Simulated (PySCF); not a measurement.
Excitation energy of Be⁺ by level of theory

Be⁺ [He] 2s1 (2S) → Be⁺ [He] 2p1 (2P), as a difference of total energies. All numbers are calculated (PySCF 2.14, the spin-free X2C one-electron Hamiltonian (Gaussian nucleus), in ANO-RCC-VTZP (4s3p2d1f, 30 functions)). Correlated levels: valence and next inner shell: nothing frozen. The calculations carry no spin-orbit coupling.

| method | excitation energy (cm⁻¹) |
| --- | --- |
| UHF | 32868 |
| LDA | 29340 |
| PBE | 28784 |
| PBE0 | 29863 |
| r2SCAN | 29234 |
| r2SCANh | 29649 |
| BP86 | 28319 |
| M06-2X | 31398 |
| MP2 (valence and next inner shell) | 32761 |
| SCS-MP2 (valence and next inner shell) | 32806 |

Errors of the correlated levels include the incompleteness of this basis.

The basis was made for the ground configuration and has no added diffuse functions, so the excitation energy can come out too high.

For comparison: 31933 cm⁻¹ (measured; NIST levels, between the centres of gravity of the two terms).
